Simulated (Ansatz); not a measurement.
`NCC[CH2][AlH2]` at its PBE0-D4/def2-TZVP geometry, where that method's forces vanish. Total charge 0; spin multiplicity 1.

| atom | x (Å) | y (Å) | z (Å) |
| --- | --- | --- | --- |
| N1 | -2.079 | 1.008 | -0.115 |
| C2 | -0.860 | 0.324 | -0.447 |
| C3 | -0.420 | -0.648 | 0.633 |
| C4 | 0.925 | -1.280 | 0.268 |
| Al5 | 2.087 | 0.220 | -0.245 |
| H6 | -1.974 | 1.562 | 0.726 |
| H7 | -2.392 | 1.618 | -0.858 |
| H8 | -1.002 | -0.214 | -1.390 |
| H9 | -0.007 | 1.035 | -0.645 |
| H10 | -1.214 | -1.387 | 0.786 |
| H11 | -0.325 | -0.094 | 1.576 |
| H12 | 1.322 | -1.855 | 1.110 |
| H13 | 0.802 | -1.985 | -0.561 |
| H14 | 2.807 | 0.317 | -1.662 |
| H15 | 2.328 | 1.378 | 0.825 |

(1) For each bond, give half the difference of the two atoms' forces along it (eV/Å; positive pushes the atoms apart) under PBE-D4, r2SCAN-D4, B3LYP-D4, ωB97M-V in def2-TZVPP. (Estimate.)

Results:

(1) Ansatz gave: 
```tsv
bond	length (Å)	PBE-D4	r2SCAN-D4	B3LYP-D4	ωB97M-V
N1–C2	1.437	0.03	0.12	0.22	0.30
N1–H6	1.012	0.24	0.01	-0.04	-0.08
N1–H7	1.011	0.22	0.00	-0.05	-0.08
C2–C3	1.518	0.02	0.07	0.13	0.10
C2–H8	1.095	0.10	-0.06	-0.13	-0.13
C2–H9	1.128	0.17	0.03	-0.12	-0.19
C3–C4	1.531	0.01	0.13	0.19	0.18
C3–H10	1.095	0.11	-0.04	-0.12	-0.13
C3–H11	1.097	0.11	-0.05	-0.10	-0.10
C4–Al5	1.966	0.02	-0.02	0.09	0.03
C4–H12	1.094	0.10	-0.03	-0.09	-0.08
C4–H13	1.095	0.11	-0.02	-0.07	-0.08
Al5–H14	1.592	0.04	-0.02	-0.10	-0.11
Al5–H15	1.595	0.05	-0.03	-0.09	-0.11
```

B3LYP here is the variant with VWN-RPA as its local correlation; programs differ in this.
